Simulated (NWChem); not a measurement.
System: AlH2F; SMILES [F][AlH2]

```xyz
4

Al     0.0000     0.0000    -0.5763
H      0.0000     1.4212    -1.2945
H      0.0000    -1.4212    -1.2945
F      0.0000     0.0000     1.1043
```
Atoms are numbered in this order, from 1.

Geometry: optimised at PBE-D3(BJ)/def2-SVP.

 Unshifted, non-relativistic core excitations; the lowest 4 roots alone, so stronger bands may lie above.

Question: List the first Al K-edge excitations from BHandHLYP/cc-pVTZ, restricted-window TDA (NWChem).

Answer: 
```tsv
state	energy (eV)	dipole oscillator strength	leading excitation (squared amplitude)
S1	1545.3	0.0088	1s of atom 1 or its equivalents → LUMO (0.90)
S2	1547.5	0.0007	1s of atom 1 or its equivalents → LUMO+1 (0.86)
S3	1548.7	0.0032	1s of atom 1 or its equivalents → LUMO+2 (0.78)
S4	1551.2	0.0007	1s of atom 1 or its equivalents → LUMO+4 (0.84)
```
